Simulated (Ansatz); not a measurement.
Coupled-cluster run, CH5FO2Ti, SMILES `[CH3][Ti]([OH])([OH])[F]`.

```yaml
crystal:
  periodic: [false, false, false]
  atoms:
    - {symbol: C, position_ang: [-1.346000, -0.108256, -0.562884]}
    - {symbol: Ti, position_ang: [0.436704, 0.347194, 0.361551]}
    - {symbol: O, position_ang: [0.538612, -0.751331, 1.766487]}
    - {symbol: O, position_ang: [1.695259, 0.038833, -0.856402]}
    - {symbol: F, position_ang: [0.309387, 2.042057, 0.841564]}
    - {symbol: H, position_ang: [-2.163219, 0.037204, 0.149573]}
    - {symbol: H, position_ang: [-1.488793, 0.551477, -1.423625]}
    - {symbol: H, position_ang: [-1.339137, -1.147941, -0.900367]}
    - {symbol: H, position_ang: [1.065492, -1.510684, 2.014860]}
    - {symbol: H, position_ang: [2.374897, 0.450146, -1.387855]}
basis:
  gaussian: {orbitals: def2-TZVPP}
correlation: {method: ccsd_t}
output: {orbitals: {seedname: orbitals}}
```

```sh
$ ansatz run in.yaml --threads 4 --pin off --events-out ev --progress --plain
```

Output of Ansatz, abridged:

```
Functional definition: HF
1644 factors; integrals over basis functions are off by at most 1.0e-3 eV
mean field evaluation 1: about -30974.2124 eV, gradient 7.5e1 eV
mean field evaluation 2: about -30974.3551 eV, gradient 7.5e1 eV
mean field evaluation 4: about -30984.1334 eV, gradient 8.0e0 eV
mean field evaluation 8: about -30984.3535 eV, gradient 9.4e-1 eV
mean field evaluation 16: about -30984.3608 eV, gradient 2.0e-6 eV
mean field -30984.36080181 eV, -1138.6542575126 hartree, gradient 2.0e-6 eV, S^2 0.000000; 0 other end points of the search recorded, 0 dependent functions left out
9 core orbitals not correlated: weight in the atoms' cores, before any rotation towards them, 1.000 or more for the frozen orbitals, at most 0.000 for the correlated occupied ones
reference -30984.36080181 eV, -1138.6542575126 hartree; 20, 20 occupied and 229, 229 virtual orbitals, 1644 factors
second order -36.76140575 eV of doubles, -0.00000000 eV of singles
cycle   1  -35.63491792 eV  change     1.1e0 eV  update   2.3e-1
cycle   2  -36.77441973 eV  change    -1.1e0 eV  update   1.3e-1
cycle   3  -37.08371032 eV  change   -3.1e-1 eV  update   4.8e-2
cycle   4  -37.09178367 eV  change   -8.1e-3 eV  update   1.8e-2
cycle   5  -37.06813246 eV  change    2.4e-2 eV  update   5.9e-3
cycle   6  -37.06765236 eV  change    4.8e-4 eV  update   2.3e-3
cycle   7  -37.06856086 eV  change   -9.1e-4 eV  update   1.1e-3
cycle   8  -37.06813651 eV  change    4.2e-4 eV  update   4.5e-4
cycle   9  -37.06825477 eV  change   -1.2e-4 eV  update   2.1e-4
cycle  10  -37.06857944 eV  change   -3.2e-4 eV  update   8.7e-5
cycle  11  -37.06841573 eV  change    1.6e-4 eV  update   5.0e-5
cycle  12  -37.06835255 eV  change    6.3e-5 eV  update   2.6e-5
cycle  13  -37.06839257 eV  change   -4.0e-5 eV  update   1.4e-5
perturbative correction -1.69460366 eV, -0.0622755360 hartree
Total energy: -31023.12379805 eV, -1140.0787713497 hartree
```

Hardware: 4 threads of a server CPU on a shared host. Wall time 3.2 min, peak host memory 6.8 GiB.

The correlation energy is -38.763 eV, 4.4 % of it from (T); the T1 diagnostic reads 0.0223.
